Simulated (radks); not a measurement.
Results of a calculation; reference values are marked as such.
All-electron atom: Nd2+ in [Xe] 4f4.

Level of theory: Dirac Kohn-Sham, PBE, spin-unpolarised, spherical densities, finite nucleus; open shells are shared between the two j in proportion to 2j + 1; Fermi nuclear charge, rms radius 4.9123 fm (a radial shooting solver on a logarithmic mesh with Libxc functionals).

Energy parts (hartree):
part                       energy
total                  -9628.7400
kinetic                10382.8058
electron-nucleus      -23498.1091
Hartree                 3709.3895
exchange-correlation    -222.8262

Orbitals (lengths in bohr, moments of r in powers of bohr; r(max) is where P^2 peaks; r(90%) holds 90 % of the orbital's charge):
| orbital | occ. | eigenvalue (hartree) | r(max) | <r> | r(90%) | small-component weight |
|---|---|---|---|---|---|---|
| 1s1/2 | 2 | -1593.831 | 0.01510 | 0.02363 | 0.0426 | 4.95e-02 |
| 2s1/2 | 2 | -258.0778 | 0.08565 | 0.1005 | 0.156 | 1.08e-02 |
| 2p1/2 | 2 | -244.1931 | 0.06508 | 0.08422 | 0.139 | 1.09e-02 |
| 2p3/2 | 4 | -225.0811 | 0.07053 | 0.09063 | 0.147 | 1.02e-02 |
| 3s1/2 | 2 | -56.35785 | 0.2440 | 0.2659 | 0.391 | 3.35e-03 |
| 3p1/2 | 2 | -50.42636 | 0.2308 | 0.2556 | 0.384 | 3.30e-03 |
| 3p3/2 | 4 | -46.61091 | 0.2425 | 0.2681 | 0.401 | 3.10e-03 |
| 3d3/2 | 4 | -36.27931 | 0.1941 | 0.2394 | 0.374 | 2.98e-03 |
| 3d5/2 | 6 | -35.45455 | 0.1974 | 0.2433 | 0.380 | 2.93e-03 |
| 4s1/2 | 2 | -11.58436 | 0.5656 | 0.6073 | 0.873 | 1.04e-03 |
| 4p1/2 | 2 | -9.34565 | 0.5730 | 0.6238 | 0.908 | 9.73e-04 |
| 4p3/2 | 4 | -8.51880 | 0.5980 | 0.6520 | 0.949 | 9.08e-04 |
| 4d3/2 | 4 | -4.83972 | 0.6142 | 0.7015 | 1.06 | 7.55e-04 |
| 4d5/2 | 6 | -4.69368 | 0.6224 | 0.7116 | 1.07 | 7.37e-04 |
| 5s1/2 | 2 | -1.96083 | 1.322 | 1.472 | 2.12 | 2.20e-04 |
| 5p1/2 | 2 | -1.36343 | 1.449 | 1.655 | 2.42 | 1.74e-04 |
| 5p3/2 | 4 | -1.25120 | 1.521 | 1.742 | 2.55 | 1.58e-04 |
| 4f5/2 | 1.71429 | -0.54371 | 0.6602 | 1.077 | 1.90 | 3.75e-04 |
| 4f7/2 | 2.28571 | -0.52869 | 0.6654 | 1.093 | 1.94 | 3.68e-04 |

The highest occupied level is 4f7/2 at -14.386 eV. The density falls to 0.001 e/bohr^3 at r = 3.60 bohr. For comparison, the ionisation energy in NIST's Atomic Spectra Database is 22.09 eV (semi-empirical). In exact Kohn-Sham theory the highest level is minus the ionisation energy, but local and semilocal functionals leave it too shallow, through self-interaction and a potential that decays too fast; potentials with the right tail come closer.

Beside tabulated values, note that spin-unpolarised runs miss the spin-polarisation part of the exchange energy of open shells.
